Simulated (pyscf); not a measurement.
8 group-13 steps of one kind (hydrogen shift, radical): reaction energy in kcal/mol, from the separated reactants or the lowest minimum found. Optimised with ωB97X-D3(BJ)/def2-SVP in PySCF. Functionals in def2-TZVP; the last column is ωB97M-D3(BJ)/def2-TZVP. Rows were drawn at random from the steps of this kind and element class whose saddle was verified and whose references are stable.

```tsv
step	PBE	r²SCAN	M06-2X	ωB97M-D3(BJ)
•H₂C–GaH–Cl -> [H₃C–Ga–Cl]•	-27.1	-22.8	-26.9	-24.8
•HP–InH₂ → [H₂P–InH]•	-16.5	-14.9	-17.9	-14.9
•H₂C–AlH–F → [H₃C–Al–F]•	-21.2	-16.9	-19.9	-15.8
•O–GaH₂ -> [HO–GaH]•	-38.1	-35.4	-40.6	-36.5
H₃C–AlH–O• -> [H₃C–Al–OH]•	-38.8	-36.5	-39.5	-34.0
•H₂C–AlH–OH → [H₃C–Al–OH]•	-21.4	-17.1	-19.7	-15.7
•H₂C–InH–Cl → [H₃C–In–Cl]•	-39.4	-35.5	-39.4	-36.0
•HAs–InH₂ -> [H₂As–InH]•	-9.6	-8.2	-6.9	-5.8
```

Differences from the last column (kcal/mol): PBE: mean -3.6, median -3.6, mean size 3.6, lower in 8 of 8; r²SCAN: mean -0.5, median -0.5, mean size 1.4, lower in 4 of 8; M06-2X: mean -3.4, median -3.7, mean size 3.4, lower in 8 of 8. PBE is closest for row 4 (1.5 kcal/mol apart) and farthest for row 6 (5.6 kcal/mol). PBE, r²SCAN and M06-2X carry no added dispersion term. The last column is a level with limits of its own. Elements up to Kr have no core potential and no relativistic terms here. Elements past Kr carry the def2 core potentials, without spin-orbit coupling.
